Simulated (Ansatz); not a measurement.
One geometry of the cluster Hf2Te3, several levels of theory.

```yaml
crystal:
  periodic: [false, false, false]
  atoms:
    - {symbol: Hf, position_ang: [0.043599, 0.801611, -1.051321]}
    - {symbol: Hf, position_ang: [-0.043599, -0.801649, 1.051295]}
    - {symbol: Te, position_ang: [-1.127494, -1.696204, -1.340033]}
    - {symbol: Te, position_ang: [-1.307000, 1.662376, 1.213296]}
    - {symbol: Te, position_ang: [2.434484, 0.033856, 0.126763]}
basis:
  gaussian: {orbitals: def2-TZVP, initial_orbitals: start.molden}
hamiltonian: {xc: {name: PBE-QIDH}}
scf: {omitted_lower_state_checks: [starts]}
```

The file start.molden holds the orbitals of an earlier run on this structure, at another level or in another basis.

```sh
$ ansatz run in.yaml --threads 4 --pin off --events-out ev --progress --plain --max-ram 4787MiB
```

Shortened log:

```
Functional definition: PBE-QIDH
2164 factors; integrals over basis functions are off by at most 4.9e-4 eV
mean field evaluation 1: about -24459.6220 eV, gradient 1.4e1 eV
mean field evaluation 2: about -24460.0827 eV, gradient 6.7e-1 eV
mean field evaluation 4: about -24460.5127 eV, gradient 2.7e-2 eV
mean field evaluation 8: about -24460.5128 eV, gradient 1.7e-6 eV
mean field -24460.51279177 eV, -898.9072651667 hartree, gradient 5.7e-6 eV, S^2 0.000000; 0 other end points of the search recorded, 0 dependent functions left out; unrestricted orbitals would lower it
12 core orbitals not correlated: weight in the atoms' cores, before any rotation towards them, 1.000 or more for the frozen orbitals, at most 0.000 for the correlated occupied ones
reference -24460.51280292 eV, -898.9072655763 hartree; 36, 36 occupied and 182, 182 virtual orbitals, 2164 factors
second order -61.04265574 eV of doubles, -0.00000000 eV of singles
Total energy: -24480.86035483 eV, -899.6550243170 hartree
Checks for a lower state left out: starts
```

It took 8 s on 4 threads of Intel Xeon Platinum 8488C on a shared host, peak host memory 0.92 GiB.

First input, but with `hamiltonian: {xc: pbe, dispersion: d4}`, `output: {forces: true, orbitals: {seedname: orbitals}}` (abridged; 3.1 s):

```
Functional definition: PBE
mean field -24499.54800346 eV, -900.3417827371 hartree, gradient 1.5e-5 eV, S^2 0.000000
Total energy: -24499.89564499 eV, -900.3545583278 hartree
Atom 0 force     0.002469     0.045790    -0.060333 eV/Å
Atom 1 force    -0.002475    -0.045694     0.060408 eV/Å
Atom 2 force    -0.077635    -0.116820    -0.092488 eV/Å
Atom 3 force    -0.090141     0.114496     0.083725 eV/Å
Atom 4 force     0.167781     0.002228     0.008688 eV/Å
Dipole moment:     0.000002    -0.000017    -0.000013 e Å
Checks for a lower state left out: starts
```

As the first input, with `gaussian: {orbitals: def2-SVP, initial_orbitals: start.molden}`, `correlation: {method: ccsd_t}`, `output: {orbitals: {seedname: orbitals}}` and without the key `hamiltonian` (abridged; 54 s):

```
Functional definition: HF
mean field evaluation 16: about -24374.9289 eV, gradient 2.3e1 eV
mean field evaluation 32: about -24377.3581 eV, gradient 8.8e-3 eV
mean field evaluation 64: about -24379.4266 eV, gradient 1.5e0 eV
mean field evaluation 96: about -24377.1304 eV, gradient 8.0e-2 eV
mean field evaluation 128: about -24378.1025 eV, gradient 2.3e-1 eV
mean field -24383.06204603 eV, -896.0610027587 hartree, gradient 8.3e-6 eV, S^2 0.000000; unrestricted orbitals would lower it
12 core orbitals not correlated: weight in the atoms' cores, before any rotation towards them, 1.000 or more for the frozen orbitals, at most 0.000 for the correlated occupied ones
second order -22.92668206 eV of doubles, -0.00000000 eV of singles
cycle   1  -20.27977631 eV  change     2.6e0 eV  update   3.5e-1
cycle   2  -21.76030538 eV  change    -1.5e0 eV  update   1.9e-1
cycle   3  -21.96956494 eV  change   -2.1e-1 eV  update   6.4e-2
cycle   4  -21.94561676 eV  change    2.4e-2 eV  update   2.5e-2
cycle   5  -21.92977585 eV  change    1.6e-2 eV  update   1.1e-2
cycle   6  -21.93395167 eV  change   -4.2e-3 eV  update   6.7e-3
cycle   7  -21.93265493 eV  change    1.3e-3 eV  update   3.0e-3
cycle   8  -21.93466015 eV  change   -2.0e-3 eV  update   1.5e-3
cycle   9  -21.93567066 eV  change   -1.0e-3 eV  update   5.1e-4
cycle  10  -21.93517468 eV  change    5.0e-4 eV  update   2.1e-4
cycle  11  -21.93510357 eV  change    7.1e-5 eV  update   1.0e-4
cycle  12  -21.93520694 eV  change   -1.0e-4 eV  update   4.1e-5
cycle  13  -21.93517805 eV  change    2.9e-5 eV  update   2.0e-5
perturbative correction -1.43603378 eV, -0.0527732680 hartree
Total energy: -24406.43325786 eV, -896.9198789518 hartree
Checks for a lower state left out: starts
```

The first input with `hamiltonian: {xc: {name: B3LYP}, dispersion: d4}`, `output: {orbitals: {seedname: orbitals}}` (abridged; 4.4 s):

```
Functional definition: B3LYP
mean field -24506.11908524 eV, -900.5832655385 hartree, gradient 2.2e-5 eV, S^2 0.000000
Total energy: -24506.70195362 eV, -900.6046855564 hartree
Checks for a lower state left out: starts
```

First input, but with `hamiltonian: {xc: {name: B97M-V}}`, `output: {orbitals: {seedname: orbitals}}` (abridged; 10 s):

```
Functional definition: B97M-V
mean field -24497.73478768 eV, -900.2751482861 hartree, gradient 1.5e-5 eV, S^2 0.000000
Total energy: -24497.73484265 eV, -900.2751503063 hartree
Checks for a lower state left out: starts
```

As the first input, with `gaussian: {orbitals: def2-SVP, initial_orbitals: start.molden}`, `hamiltonian: {xc: pbe, dispersion: d4}`, `output: {orbitals: {seedname: orbitals}}` (abridged; 2 s):

```
Functional definition: PBE
mean field -24498.21459929 eV, -900.2927810376 hartree, gradient 1.9e-5 eV, S^2 0.000000
Total energy: -24498.56224716 eV, -900.3055568611 hartree
Checks for a lower state left out: starts
```

The first input with `hamiltonian: {xc: pbe0, dispersion: d4}`, `output: {orbitals: {seedname: orbitals}}` (abridged; 4.6 s):

```
Functional definition: PBE0
mean field -24498.89558030 eV, -900.3178066283 hartree, gradient 1.4e-5 eV, S^2 0.000000
Total energy: -24499.20211539 eV, -900.3290715848 hartree
Checks for a lower state left out: starts
```

Geometry: PBE0-D4/def2-SVP.

In the def2 sets Hf, Te take a core potential; there is no spin–orbit coupling. B3LYP takes the VWN-RPA correlation. Correlated methods freeze 12 core orbitals; core or outer-core shells of Hf, Te are correlated, in sets that lack core-valence functions. At PBE-QIDH/def2-TZVP, CCSD(T)/def2-SVP the restricted singlet (for correlated methods, its reference) is unstable: a solution with broken spin symmetry lies lower. The restricted singlet is unstable towards broken spin symmetry at other levels; at PBE-D4/def2-TZVP, B3LYP-D4/def2-TZVP, B97M-V/def2-TZVP, PBE-D4/def2-SVP and others this wasn't settled. The structure comes from a short search, and lower isomers may exist.
